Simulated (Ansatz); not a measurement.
Born–Oppenheimer molecular dynamics of ClH$_{5}$W (7 atoms, charge 0, multiplicity 1). It starts from a relaxed structure.

These are results of RKS PBE-D4/def2-SVP (Ansatz), not measurements.

* ensemble: NVE (velocity Verlet)
* time step: 0.5 fs
* steps asked: 150
* starting velocities drawn for: 1000 K
* masses: H 2.014 u
* seed: 529113

First frame:

```xyz
7
Properties=species:S:1:pos:R:3
W 0.000 -0.538 0.000
H 0.000 0.394 1.410
H 1.410 0.394 0.000
H 0.000 1.168 0.000
H -1.410 0.394 0.000
Cl 0.000 -2.874 0.000
H 0.000 0.394 -1.410
```

Question: How far do the bonds stretch over the last three quarters of this one trajectory? (Pairs bonded in most of those frames.)

Answer: 
```json
{"bond": "W1–H2", "mean (Å)": "1.669", "spread (Å)": "0.021", "shortest": "1.64", "longest": "1.71"}
{"bond": "W1–H3", "mean (Å)": "1.736", "spread (Å)": "0.012", "shortest": "1.71", "longest": "1.75"}
{"bond": "W1–H4", "mean (Å)": "1.723", "spread (Å)": "0.057", "shortest": "1.63", "longest": "1.81"}
{"bond": "W1–H5", "mean (Å)": "1.683", "spread (Å)": "0.016", "shortest": "1.66", "longest": "1.71"}
{"bond": "W1–Cl6", "mean (Å)": "2.315", "spread (Å)": "0.018", "shortest": "2.27", "longest": "2.33"}
{"bond": "W1–H7", "mean (Å)": "1.719", "spread (Å)": "0.023", "shortest": "1.68", "longest": "1.75"}
```

Mean temperature of the second half: 884 K. The conserved energy stayed within 0.061 meV per atom of its start (net change 0.01 meV per atom), so the integration is sound. A run of 0.075 ps of so small a system gives no equilibrium averages.

The run took 6.1 min on 1 thread of Arm Neoverse V1 (shared host), peak memory 0.13 GiB.
